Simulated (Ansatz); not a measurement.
A run on `[OH][Al]1[CH2][CH2]1` with other settings.

```yaml
crystal:
  periodic: [false, false, false]
  atoms:
    - {symbol: O, position_ang: [-0.482597, 1.476308, -2.139439]}
    - {symbol: Al, position_ang: [-0.115857, 0.537766, -0.721351]}
    - {symbol: C, position_ang: [0.984063, -0.092947, 0.671052]}
    - {symbol: C, position_ang: [-0.504692, -0.729459, 0.680619]}
    - {symbol: H, position_ang: [-1.273624, 1.469102, -2.542947]}
    - {symbol: H, position_ang: [1.786644, -0.855398, 0.467317]}
    - {symbol: H, position_ang: [1.198067, 0.460964, 1.565496]}
    - {symbol: H, position_ang: [-0.517659, -1.789067, 0.519073]}
    - {symbol: H, position_ang: [-1.027448, -0.497018, 1.460634]}
basis:
  gaussian: {orbitals: aug-cc-pVTZ}
magnetization: {spin_polarized: true, initial_magnetization: 2}
hamiltonian: {xc: {name: wB97}}
output: {forces: true}
```

```sh
$ ansatz run in.yaml --threads 2 --pin off --events-out ev --progress --plain --max-ram 4352MiB
```

It prints (some lines left out):

```
Functional definition: wB97
1285 factors; their error is unknown
689 factors; integrals over basis functions are off by at most 3.4e-5 eV
mean field evaluation 1: about -10787.8729 eV, gradient 4.7e1 eV
mean field evaluation 2: about -10785.6764 eV, gradient 5.5e1 eV
mean field evaluation 4: about -10796.0336 eV, gradient 1.8e0 eV
mean field evaluation 8: about -10796.0622 eV, gradient 2.0e-1 eV
mean field evaluation 16: about -10796.0417 eV, gradient 4.6e-2 eV
mean field evaluation 32: about -10796.0431 eV, gradient 4.0e-4 eV
mean field -10796.04307280 eV, -396.7472651044 hartree, gradient 1.9e-6 eV, S^2 2.008155; 4 other end points of the search recorded, 0 dependent functions left out
reference -10796.04307713 eV, -396.7472652637 hartree; 20, 18 occupied and 283, 285 virtual orbitals, 1285 factors
Total energy: -10796.04307713 eV, -396.7472652637 hartree
Atom 0 at    -0.482597     1.476308    -2.139439 Å, force     4.803476    -0.541787     2.201983 eV/Å
Atom 1 at    -0.115857     0.537766    -0.721351 Å, force    -1.599658     3.964279    -3.581680 eV/Å
Atom 2 at     0.984063    -0.092947     0.671052 Å, force    -1.291468    -4.318898     1.921195 eV/Å
Atom 3 at    -0.504692    -0.729459     0.680619 Å, force     7.216108    -2.405402    -1.173617 eV/Å
Atom 4 at    -1.273624     1.469102    -2.542947 Å, force    -4.436594     0.018059    -2.335196 eV/Å
Atom 5 at     1.786644    -0.855398     0.467317 Å, force    -0.909438     0.782007    -0.317775 eV/Å
Atom 6 at     1.198067     0.460964     1.565496 Å, force    -0.065227     0.886975    -0.037697 eV/Å
Atom 7 at    -0.517659    -1.789067     0.519073 Å, force    -0.086309    -0.524516    -0.890125 eV/Å
Atom 8 at    -1.027448    -0.497018     1.460634 Å, force    -3.630890     2.139283     4.212913 eV/Å
Dipole moment:     0.070894    -0.643341     0.437417 e Å
```

Hardware: 2 threads of an AMD EPYC 9R45 on a shared host. Wall time 41 s, peak host memory 1.6 GiB.
